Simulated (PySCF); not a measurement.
# Radial density of Ne⁺ (neon, charge +1)

UHF, [He] 2s2 2p4 3s1, 3s spin antiparallel (an excited configuration). Calculation: PySCF 2.14, in aug-cc-pwCVQZ (9s8p6d4f2g, 109 functions); the non-relativistic Hamiltonian (point nucleus).

| r (bohr) | 4πr²ρ (e/bohr) | 4πr²(ρα − ρβ) |
| --- | --- | --- |
| 0.00241 | 0.04361 | -0.0001 |
| 0.00405 | 0.1192 | -0.0003 |
| 0.00682 | 0.3194 | -0.0007 |
| 0.0115 | 0.8233 | -0.0018 |
| 0.0193 | 1.994 | -0.0042 |
| 0.0324 | 4.341 | -0.0078 |
| 0.0546 | 7.926 | -0.0053 |
| 0.0918 | 10.82 | 0.0461 |
| 0.154 | 9.342 | 0.2872 |
| 0.260 | 5.287 | 1.0007 |
| 0.437 | 6.010 | 2.0634 |
| 0.735 | 6.756 | 2.1147 |
| 1.24 | 2.464 | 0.7182 |
| 2.08 | 0.5004 | -0.2781 |
| 3.50 | 0.3232 | -0.3212 |
| 5.88 | 0.008934 | -0.0089 |

The outer electron is Rydberg-like, and this basis confines it to a smaller radius and binds it less than a complete one would. With the s spin flipped the determinant is a mixture of two multiplicities, not a spectroscopic state.
